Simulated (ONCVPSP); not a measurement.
**An all-electron radial function and its pseudo partner (Ni (Z = 28))**

Columns: radius, all-electron u(r) and pseudo u(r) of the 3p shell (level -68.63 eV) of nickel in the configuration [Ne] 3s2 3p6 3d8.5 4s1.5; LDA (Perdew-Wang 92), scalar-relativistic, ONCV scheme, ONCVPSP 4.0.1.

| r (bohr) | all-electron | pseudo |
| --- | --- | --- |
| 0.072 | -0.4661 | 0.0421 |
| 0.145 | -0.6290 | 0.1635 |
| 0.217 | -0.3399 | 0.3415 |
| 0.290 | 0.1189 | 0.5531 |
| 0.362 | 0.5466 | 0.7624 |
| 0.435 | 0.8755 | 0.9479 |
| 0.507 | 1.0830 | 1.0855 |
| 0.580 | 1.1896 | 1.1693 |
| 0.652 | 1.2166 | 1.1973 |
| 0.725 | 1.1890 | 1.1777 |
| 0.798 | 1.1260 | 1.1218 |
| 0.870 | 1.0440 | 1.0432 |
| 0.942 | 0.9525 | 0.9528 |
| 1.015 | 0.8573 | 0.8575 |
| 1.088 | 0.7642 | 0.7642 |
| 1.160 | 0.6774 | 0.6773 |
| 1.232 | 0.5969 | 0.5968 |
| 1.305 | 0.5226 | 0.5225 |
| 1.378 | 0.4557 | 0.4556 |
| 1.450 | 0.3969 | 0.3969 |
| 1.522 | 0.3448 | 0.3447 |
| 1.595 | 0.2983 | 0.2982 |
| 1.668 | 0.2575 | 0.2574 |
| 1.740 | 0.2224 | 0.2223 |
| 1.812 | 0.1918 | 0.1918 |
| 1.885 | 0.1649 | 0.1649 |

(1) How many radial nodes do the two functions have?

(2) At about which radius was the pseudo-wave matched?

(3) Where does each function peak?

(4) Is the pseudo-wave norm-conserving?

Answers

(1) The all-electron 3p function has n − l − 1 = 1; the pseudo-wave has 0, since the states of the same l below it are removed with the core.

(2) 1.25 bohr. The columns agree to 0.0005 from 0.94 bohr on; several derivatives are matched, so the curves merge somewhat inside the radius.

(3) Outermost all-electron maximum near 0.65 bohr, pseudo maximum near 0.65 bohr (to the table’s step).

(4) Yes: the ONCV scheme keeps the norm inside the radius equal to the all-electron one, which fixes the energy derivative of the logarithmic derivative at the level.
